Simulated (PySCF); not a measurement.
IRb, charge -1, doublet, at the geometry of the source list (a state made from the parent by changing its charge; the spin is typed, not shown lowest) (core potentials on I, Rb) (in this run its highest filled SCF level lies above zero, so its values depend strongly on the basis, on diffuse functions most of all); PBE0-D3BJ/def2-SV(P) (PySCF).

PySCF was given this input:
```python
from pyscf import gto, scf, dft

mol = gto.M(
    atom='''
Rb   -1.089600   -0.774000   -0.928300
I     1.089600    0.774000    0.928300
''',
    basis='def2-sv(p)',
    ecp={'I': 'def2-sv(p)', 'Rb': 'def2-sv(p)'},
    charge=-1,
    spin=1,
    verbose=4,
)

mf = dft.UKS(mol)
mf.xc = 'pbe0'
mf.disp = 'd3bj'
mf.kernel()
mf.analyze()
```

Q: What does PySCF print? Leave out banner, timings and long lists.

A: 
```
PySCF version 2.14.0

[INPUT] verbose = 4
[INPUT] num. atoms = 2
[INPUT] num. electrons = 35
[INPUT] charge = -1
[INPUT] spin (= nelec alpha-beta = 2S) = 1
[INPUT] symmetry False subgroup None
[INPUT] Mole.unit = angstrom
[INPUT] Symbol           X                Y                Z      unit          X                Y                Z       unit  Magmom
[INPUT]  1 Rb    -1.089600000000  -0.774000000000  -0.928300000000 AA   -2.059045585326  -1.462648020413  -1.754232761434 Bohr   0.0
[INPUT]  2 I      1.089600000000   0.774000000000   0.928300000000 AA    2.059045585326   1.462648020413   1.754232761434 Bohr   0.0

nuclear repulsion = 36.5839816703182
number of shells = 20
number of NR pGTOs = 96
number of NR cGTOs = 50
basis = def2-sv(p)
ecp = {'I': 'def2-sv(p)', 'Rb': 'def2-sv(p)'}

******** <class 'pyscf.dft.uks.UKS'> ********
method = UKS
initial guess = minao
damping factor = 0
level_shift factor = 0
DIIS = <class 'pyscf.scf.diis.CDIIS'>
diis_start_cycle = 1
diis_space = 8
diis_damp = 0
SCF conv_tol = 1e-09
SCF conv_tol_grad = None
SCF max_cycles = 50
direct_scf = True
direct_scf_tol = 1e-13
number electrons alpha = 18  beta = 17
XC library pyscf.dft.libxc version 7.1.2
    S. Lehtola, C. Steigemann, M. J. T. Oliveira, and M. A. L. Marques,  SoftwareX 7, 1–5 (2018)
XC functionals = pbe0
    C. Adamo and V. Barone,  J. Chem. Phys. 110, 6158 (1999)
    M. Ernzerhof and G. E. Scuseria,  J. Chem. Phys. 110, 5029 (1999)
radial grids:
    Treutler-Ahlrichs [JCP 102, 346 (1995); DOI:10.1063/1.469408] (M4) radial grids

becke partition: Becke, JCP 88, 2547 (1988); DOI:10.1063/1.454033
pruning grids: <function nwchem_prune>
grids dens level: 3
symmetrized grids: False
atomic radii adjust function: <function treutler_atomic_radii_adjust>
small_rho_cutoff = 0
Set gradient conv threshold to 3.16228e-05
tot grids = 43872
Calc dispersion correction with DFTD3.
Parameters: xc=pbe0, version=d3bj, atm=False
init E= -287.627537968999

cycle= 1 E= -319.676083798895  delta_E=  -32  |g|=  2.1  |ddm|= 6.25
cycle= 2 E= -310.935751529596  delta_E= 8.74  |g|= 2.34  |ddm|= 11.8
cycle= 3 E= -321.157936152164  delta_E= -10.2  |g|= 0.835  |ddm|= 11.5
cycle= 4 E= -321.864728508208  delta_E= -0.707  |g|= 0.15  |ddm|= 3.52
cycle= 5 E= -321.907461969215  delta_E= -0.0427  |g|= 0.104  |ddm|= 1.11
cycle= 6 E= -321.915965585022  delta_E= -0.0085  |g|= 0.0346  |ddm|= 0.197
cycle= 7 E= -321.917632634552  delta_E= -0.00167  |g|= 0.00946  |ddm|= 0.116
cycle= 8 E= -321.917847571226  delta_E= -0.000215  |g|= 0.00127  |ddm|= 0.0666
cycle= 9 E= -321.917851830716  delta_E= -4.26e-06  |g|= 0.000513  |ddm|= 0.00902
cycle= 10 E= -321.917852671959  delta_E= -8.41e-07  |g|= 0.000107  |ddm|= 0.0044
cycle= 11 E= -321.917852716394  delta_E= -4.44e-08  |g|= 1.79e-05  |ddm|= 0.00155
cycle= 12 E= -321.91785271746  delta_E= -1.07e-09  |g|= 5.62e-06  |ddm|= 0.000282
cycle= 13 E= -321.917852717547  delta_E= -8.71e-11  |g|= 8.6e-07  |ddm|= 9.79e-05
Extra cycle  E= -321.91785271755  delta_E= -2.79e-12  |g|= 4.46e-07  |ddm|= 1.51e-05
converged SCF energy = -321.91785271755  <S^2> = 0.75005468  2S+1 = 2.0000547
**** SCF Summaries ****
Total Energy =                        -321.917852717550147
Nuclear Repulsion Energy =              36.583981670318209
One-electron Energy =                 -637.435826483378833
Two-electron Energy =                  278.935078661589841
Two-electron Coulomb Energy =          305.085181927788653
DFT Exchange-Correlation Energy =      -26.150103266198798
Empirical Dispersion Energy =           -0.001086566079367
**** MO energy ****
                             alpha | beta                alpha | beta
MO #1   energy= -6.68195410369758  | -6.68188835695184  occ= 1 | 1
MO #2   energy= -4.68997774754392  | -4.68984570254208  occ= 1 | 1
MO #3   energy= -4.689281465968    | -4.6892557485252   occ= 1 | 1
MO #4   energy= -4.68926589452525  | -4.68924017881804  occ= 1 | 1
MO #5   energy= -1.71742623844239  | -1.71730766062752  occ= 1 | 1
MO #6   energy= -1.71718937287211  | -1.71709501351258  occ= 1 | 1
MO #7   energy= -1.71710654489837  | -1.71701228395297  occ= 1 | 1
MO #8   energy= -1.71640016107712  | -1.71637754220374  occ= 1 | 1
MO #9   energy= -1.71635978428507  | -1.71633741503558  occ= 1 | 1
MO #10  energy= -1.16199755705135  | -1.160702893345    occ= 1 | 1
MO #11  energy= -0.525220273611787 | -0.523751707685617 occ= 1 | 1
MO #12  energy= -0.523893642702992 | -0.522522785515057 occ= 1 | 1
MO #13  energy= -0.523893585937373 | -0.522522735859732 occ= 1 | 1
MO #14  energy= -0.480582502862163 | -0.479932102061765 occ= 1 | 1
MO #15  energy= -0.0982612454677705 | -0.0970547402398072 occ= 1 | 1
MO #16  energy= -0.089655691728026 | -0.0894960135533516 occ= 1 | 1
MO #17  energy= -0.0896539522638639 | -0.0894942489419221 occ= 1 | 1
MO #18  energy= 0.0122964407952493 | 0.0651963801760491 occ= 1 | 0
MO #19  energy= 0.0766427688608145 | 0.101654434138523  occ= 0 | 0
MO #20  energy= 0.0766430869962331 | 0.101655774139842  occ= 0 | 0
MO #21  energy= 0.0945866996637355 | 0.113445786208303  occ= 0 | 0
MO #22  energy= 0.121095598618784  | 0.137060755035717  occ= 0 | 0
MO #23  energy= 0.122512115562045  | 0.137062582637414  occ= 0 | 0
MO #24  energy= 0.122513327370551  | 0.137432890545275  occ= 0 | 0
MO #25  energy= 0.147499322458088  | 0.157184784987853  occ= 0 | 0
MO #26  energy= 0.147500884885664  | 0.157185376259507  occ= 0 | 0

spin_pop of  0 Rb 4s        0.00001
spin_pop of  0 Rb 5s        0.70207
spin_pop of  0 Rb 6s        0.03201
spin_pop of  0 Rb 7s        0.02539
spin_pop of  0 Rb 8s        0.00247
spin_pop of  0 Rb 4px       0.00066
spin_pop of  0 Rb 4py       0.00176
spin_pop of  0 Rb 4pz      -0.00019
spin_pop of  0 Rb 5px       0.01139
spin_pop of  0 Rb 5py       0.00134
spin_pop of  0 Rb 5pz       0.00162
spin_pop of  0 Rb 6px       0.04658
spin_pop of  0 Rb 6py       0.07340
spin_pop of  0 Rb 6pz       0.03729
spin_pop of  0 Rb 4dxy      0.00069
spin_pop of  0 Rb 4dyz      0.00002
spin_pop of  0 Rb 4dz^2     0.00134
spin_pop of  0 Rb 4dxz      0.00010
spin_pop of  0 Rb 4dx2-y2    0.00075
spin_pop of  0 Rb 5dxy      0.00034
spin_pop of  0 Rb 5dyz      0.00016
spin_pop of  0 Rb 5dz^2     0.00059
spin_pop of  0 Rb 5dxz      0.00015
spin_pop of  0 Rb 5dx2-y2    0.00091
spin_pop of  1 I 4s       -0.00000
spin_pop of  1 I 5s        0.01121
spin_pop of  1 I 6s        0.00878
spin_pop of  1 I 7s        0.00565
spin_pop of  1 I 4px       0.00003
spin_pop of  1 I 4py       0.00003
spin_pop of  1 I 4pz       0.00002
spin_pop of  1 I 5px       0.00014
spin_pop of  1 I 5py       0.00005
spin_pop of  1 I 5pz       0.00003
spin_pop of  1 I 6px       0.00021
spin_pop of  1 I 6py       0.01522
spin_pop of  1 I 6pz       0.00727
spin_pop of  1 I 7px       0.00766
spin_pop of  1 I 7py       0.00189
spin_pop of  1 I 7pz       0.00093
spin_pop of  1 I 4dxy     -0.00001
spin_pop of  1 I 4dyz     -0.00002
spin_pop of  1 I 4dz^2    -0.00001
spin_pop of  1 I 4dxz     -0.00002
spin_pop of  1 I 4dx2-y2    0.00000
spin_pop of  1 I 5dxy      0.00002
spin_pop of  1 I 5dyz      0.00003
spin_pop of  1 I 5dz^2     0.00003
spin_pop of  1 I 5dxz      0.00002
spin_pop of  1 I 5dx2-y2    0.00000
In total            18.00000 | 17.00000

WARN: System has nonzero charge -1; the dipole moment is origin-dependent.
Location of origin: [0. 0. 0.]

Dipole moment(X, Y, Z, Debye):  2.19911,  1.56219,  1.87351
```
